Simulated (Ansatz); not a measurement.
Ansatz (an electronic-structure program) input (MP2/def2-TZVP):

Ansatz 0.2 input:
```yaml
crystal:
  periodic: [false, false, false]
  atoms:
    - {symbol: Zr, position_ang: [-0.00000000, -0.00000000, -0.04556062]}
    - {symbol: H, position_ang: [0.00000000, 0.00000000, 1.82242497]}
basis:
  gaussian:
    orbitals: def2-TZVP
magnetization: {spin_polarized: true, initial_magnetization: 3}
correlation: {method: mp2, electrons: outside_noble_gas}
relax: {f_tol: 0.003, max_steps: 100}
```

Output:

```
Functional definition: HF
these checks for a lower state are left out or cut short: cluster_reference
integrals: 0.01 GiB planned
432 factors; integrals over basis functions are off by at most 1.7e-4 eV
mean field: 0.07 GiB planned
mean field evaluation 1: about -1277.4430 eV, gradient 1.1e1 eV
mean field evaluation 2: about -1277.4444 eV, gradient 1.1e1 eV
mean field evaluation 4: about -1278.7741 eV, gradient 2.1e0 eV
mean field evaluation 8: about -1279.0088 eV, gradient 2.2e-1 eV
mean field evaluation 16: about -1279.5510 eV, gradient 7.2e-1 eV
mean field evaluation 32: about -1274.5484 eV, gradient 1.7e1 eV
mean field evaluation 64: about -1279.3979 eV, gradient 3.9e-5 eV
mean field evaluation 96: about -1278.9864 eV, gradient 1.3e-5 eV
mean field evaluation 128: about -1279.4772 eV, gradient 1.3e0 eV
mean field evaluation 160: about -1279.4395 eV, gradient 2.8e0 eV
mean field evaluation 192: about -1279.5530 eV, gradient 2.7e-1 eV
mean field evaluation 224: about -1279.3975 eV, gradient 9.0e-2 eV
mean field evaluation 256: about -1279.0106 eV, gradient 6.0e-3 eV
mean field -1279.55334652 eV, -47.0227181724 hartree, gradient 1.3e-6 eV, S^2 3.759131; 26 other end points of the search recorded, 0 dependent functions left out
4 core orbitals not correlated
reference -1279.55334652 eV, -47.0227181724 hartree; 4, 1 occupied and 38, 41 virtual orbitals, 432 factors
densities: 0.06 GiB planned
second order -1.18322010 eV of doubles, -0.00000000 eV of singles
the calculation of the forces begins
relax step   1: F+E_penalty+E_count = -1280.73656662 eV  Δ(F+E_penalty+E_count) = +0.000e0 eV  max|allowed force component| = 1.668e-1 eV/Å  Δτ_max = 0.0000 Å  (1157 SCF iters, accepted)
these checks for a lower state are left out or cut short: starts, cluster_reference, orbital_swaps, neighbouring_geometries, increment
integrals: 0.01 GiB planned
432 factors; integrals over basis functions are off by at most 1.7e-4 eV
mean field: 0.07 GiB planned
mean field -1279.56608862 eV, -47.0231864356 hartree, gradient 2.1e-6 eV, S^2 3.758890; 0 other end points of the search recorded, 0 dependent functions left out
4 core orbitals not correlated
reference -1279.56608862 eV, -47.0231864356 hartree; 4, 1 occupied and 38, 41 virtual orbitals, 432 factors
densities: 0.06 GiB planned
second order -1.16932000 eV of doubles, -0.00000000 eV of singles
the calculation of the forces begins
relax step   2: F+E_penalty+E_count = -1280.73540861 eV  Δ(F+E_penalty+E_count) = +1.158e-3 eV  max|allowed force component| = 2.138e-1 eV/Å  Δτ_max = 0.0207 Å  (51 SCF iters, rejected (line search))
these checks for a lower state are left out or cut short: starts, cluster_reference, orbital_swaps, neighbouring_geometries, increment
integrals: 0.01 GiB planned
432 factors; integrals over basis functions are off by at most 1.7e-4 eV
mean field: 0.07 GiB planned
mean field evaluation 288: about -1279.5604 eV, gradient 2.2e-6 eV
mean field -1279.56035718 eV, -47.0229758094 hartree, gradient 2.2e-6 eV, S^2 3.759035; 0 other end points of the search recorded, 0 dependent functions left out
4 core orbitals not correlated
reference -1279.56035718 eV, -47.0229758094 hartree; 4, 1 occupied and 38, 41 virtual orbitals, 432 factors
densities: 0.06 GiB planned
second order -1.17764071 eV of doubles, -0.00000000 eV of singles
the calculation of the forces begins
relax step   3: F+E_penalty+E_count = -1280.73799789 eV  Δ(F+E_penalty+E_count) = -1.431e-3 eV  max|allowed force component| = 9.453e-3 eV/Å  Δτ_max = 0.0082 Å  (51 SCF iters, accepted)
these checks for a lower state are left out or cut short: starts, cluster_reference, orbital_swaps, neighbouring_geometries, increment
integrals: 0.01 GiB planned
432 factors; integrals over basis functions are off by at most 1.7e-4 eV
mean field: 0.07 GiB planned
mean field -1279.56094364 eV, -47.0229973610 hartree, gradient 1.3e-6 eV, S^2 3.759025; 0 other end points of the search recorded, 0 dependent functions left out
4 core orbitals not correlated
reference -1279.56094364 eV, -47.0229973610 hartree; 4, 1 occupied and 38, 41 virtual orbitals, 432 factors
densities: 0.06 GiB planned
second order -1.17705666 eV of doubles, -0.00000000 eV of singles
the calculation of the forces begins
relax step   4: F+E_penalty+E_count = -1280.73800029 eV  Δ(F+E_penalty+E_count) = -2.402e-6 eV  max|allowed force component| = 6.659e-3 eV/Å  Δτ_max = 0.0009 Å  (44 SCF iters, accepted)
these checks for a lower state are left out or cut short: starts, cluster_reference, orbital_swaps, neighbouring_geometries, increment
integrals: 0.01 GiB planned
432 factors; integrals over basis functions are off by at most 1.7e-4 eV
mean field: 0.07 GiB planned
mean field -1279.56070365 eV, -47.0229885419 hartree, gradient 8.4e-6 eV, S^2 3.759029; 0 other end points of the search recorded, 0 dependent functions left out
4 core orbitals not correlated
reference -1279.56070365 eV, -47.0229885419 hartree; 4, 1 occupied and 38, 41 virtual orbitals, 432 factors
densities: 0.06 GiB planned
second order -1.17729885 eV of doubles, -0.00000000 eV of singles
the calculation of the forces begins
relax step   5: F+E_penalty+E_count = -1280.73800251 eV  Δ(F+E_penalty+E_count) = -2.215e-6 eV  max|allowed force component| = 1.970e-5 eV/Å  Δτ_max = 0.0004 Å  (37 SCF iters, accepted)
these checks for a lower state are left out or cut short: cluster_reference
integrals: 0.01 GiB planned
432 factors; integrals over basis functions are off by at most 1.7e-4 eV
mean field: 0.07 GiB planned
mean field evaluation 320: about -1279.0183 eV, gradient 4.0e-3 eV
mean field evaluation 352: about -1278.2719 eV, gradient 8.6e0 eV
mean field evaluation 384: about -1279.4049 eV, gradient 5.9e-3 eV
mean field evaluation 416: about -1279.4268 eV, gradient 4.2e-1 eV
mean field evaluation 448: about -1279.4846 eV, gradient 4.0e-1 eV
mean field evaluation 480: about -1278.9166 eV, gradient 2.7e0 eV
mean field evaluation 512: about -1278.2265 eV, gradient 2.8e0 eV
mean field evaluation 544: about -1279.4049 eV, gradient 5.3e-6 eV
mean field -1279.56070365 eV, -47.0229885419 hartree, gradient 8.4e-6 eV, S^2 3.759029; 26 other end points of the search recorded, 0 dependent functions left out
4 core orbitals not correlated
reference -1279.56070365 eV, -47.0229885419 hartree; 4, 1 occupied and 38, 41 virtual orbitals, 432 factors
densities: 0.06 GiB planned
second order -1.17729885 eV of doubles, -0.00000000 eV of singles
the calculation of the forces begins
Total energy: -1280.73800251 eV, -47.0662534768 hartree
Atom 0 at    -0.000000    -0.000000    -0.054256 Å, force     0.000000    -0.000000    -0.000020 eV/Å
Atom 1 at     0.000000     0.000000     1.831120 Å, force    -0.000000     0.000000     0.000020 eV/Å
Dipole moment:    -0.000000    -0.000000    -0.537617 e Å
Checks for a lower state left out: cluster_reference
```

The spin state was set by rule; other spins were not relaxed.
